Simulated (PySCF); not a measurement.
PySCF input file for C2H6BFN2, SMILES C(B(N)N)(F)=C, C-PCM-ωB97X/def2-SVP. The structure is a stationary point at PBE-D3(BJ)/def2-SVP. The geometry has at least one imaginary mode, so it is a saddle point at that level. This is a generated structure with no PubChem entry under its InChIKey; it may be hypothetical. One conformer was computed; it need not be the lowest.

```python
import numpy as np
from pyscf import gto, scf, dft
from pyscf.solvent import pcm

mol = gto.M(
    atom='''
    C     1.89179293    0.62105934   -0.04737686
    C     0.79005408   -0.12922299    0.13608847
    F     0.95730235   -1.38630538    0.65507008
    B    -0.72971362    0.22436968   -0.16657495
    N    -1.67632616   -0.79119001    0.12335903
    N    -1.07875768    1.49530943   -0.69778091
    H     1.80866214    1.63547438   -0.46230021
    H     2.89417992    0.24525832    0.20878009
    H    -1.36654902   -1.68386338    0.50340994
    H    -2.68172303   -0.71553131   -0.01498715
    H    -2.03426514    1.77470377   -0.91132531
    H    -0.39295296    2.21900431   -0.89764992
    ''',
    basis='def2-SVP',
    charge=0,
    spin=0,
    max_memory=1600,
    verbose=3,
)
mf = dft.RKS(mol, xc='wb97x').density_fit(auxbasis='def2-universal-jkfit')
mf.grids.level = 3
mf.conv_tol = 1e-9
mf.max_cycle = 100
mf.kernel()
res = {}
for name, eps in {'water': 78.355, 'ethylethanoate': 5.9867, 'chloroform': 4.7113}.items():
    s = mf.PCM()
    s.with_solvent.method, s.with_solvent.eps, s.with_solvent.lebedev_order = 'C-PCM', eps, 29
    s.kernel(mf.make_rdm1())
    res[name] = (s.e_tot, eps, s.dip_moment(), s.mo_energy, s.converged)
    print(f'{name}: electrostatic solvation free energy {(s.e_tot - mf.e_tot) * 627.509474:.3f} kcal/mol')
```

It prints:

```
converged SCF energy = -313.778200055181

WARN: PCM is an experimental feature. It is still in testing.
Features and APIs may be changed in the future.

converged SCF energy = -313.788508626903
Dipole moment(X, Y, Z, Debye): -2.08922,  1.89375, -0.96828
water: electrostatic solvation free energy -6.469 kcal/mol

WARN: PCM is an experimental feature. It is still in testing.
Features and APIs may be changed in the future.

converged SCF energy = -313.786746102037
Dipole moment(X, Y, Z, Debye): -2.04646,  1.81166, -0.93145
ethylethanoate: electrostatic solvation free energy -5.363 kcal/mol

WARN: PCM is an experimental feature. It is still in testing.
Features and APIs may be changed in the future.

converged SCF energy = -313.786241518182
Dipole moment(X, Y, Z, Debye): -2.03412,  1.78893, -0.92120
chloroform: electrostatic solvation free energy -5.046 kcal/mol
```

The run converged.

Cost: about 100 core-seconds (a rough figure).
